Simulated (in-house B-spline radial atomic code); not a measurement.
**B3LYP (VWN-RPA) excitations of the caesium ion Cs⁷⁺**

Method: B3LYP (VWN-RPA). Computed with an all-electron radial atomic-structure program (B-spline basis): linear response of the closed shell [Kr] 4d10 5s2 with the functional's adiabatic kernel; scalar-relativistic (spin-free one-electron X2C), finite nucleus, no spin-orbit coupling, no double excitations, S, P, D and F terms only; shells from n = 3 respond. Only terms of natural parity with L up to 3 were computed.

Spin-orbit coupling is strong here, so these LS terms don't match observed levels.

Command:
```bash
python run_td.py task.json out
```
Settings (radii: box in bohr, nucleus in fm):
```
Z                        55
electrons                48
configuration            [Kr] 4d10 5s2
hamiltonian              x2c
method                   b3lyp
box_radius               12.81
rms_radius               4.8041
intervals                69
```

Run time, properties included: 2.3 s on 1 thread of Intel(R) Xeon(R) Platinum 8259CL CPU @ 2.50GHz (Skylake/Cascade Lake) (shared host).

The lowest states, in the order of their Tamm-Dancoff energies; the method's threshold (minus the highest occupied level) is 105.98 eV. Labels give the largest channel, * marks a mixed state, and oscillator strengths are full-response dipole values. Semilocal kernels can invert the small singlet-triplet splittings of Rydberg terms. Energies in eV:

```tsv
state	full response	Tamm-Dancoff	oscillator strength
5s → 5p 3P	?	?	-
5s → 5p 1P	19.891	20.562	1.56
5s → 4f 3F	31.21	31.26	-
5s → 4f 1F	32.38	32.39	-
5s → 5d 3D	39.55	39.58	-
5s → 5d 1D	41.52	41.56	-
5s → 6s 3S	51.21	51.21	-
5s → 6s 1S	52.40	52.45	-
5s → 6p 3P	?	?	-
5s → 6p 1P	58.62	58.65	0.139
```

**Question.** Where does 5s → 5p 3P lie?

**Answer.** At 15.021 eV in full response, 15.144 eV in Tamm-Dancoff.

**Question.** Where does 5s → 6p 3P lie?

**Answer.** At 58.14 eV in full response, 58.14 eV in Tamm-Dancoff.

**Question.** How large is the singlet-triplet splitting of 5s → 5p (P terms) in Tamm-Dancoff?

**Answer.** 5.42 eV, from the unrounded values.

**Question.** What polarisabilities and dispersion coefficient does the method give?

**Answer.** Dipole 3.74 bohr³, quadrupole 5.197 bohr⁵, C6 11.07 hartree·bohr⁶ for two such species.
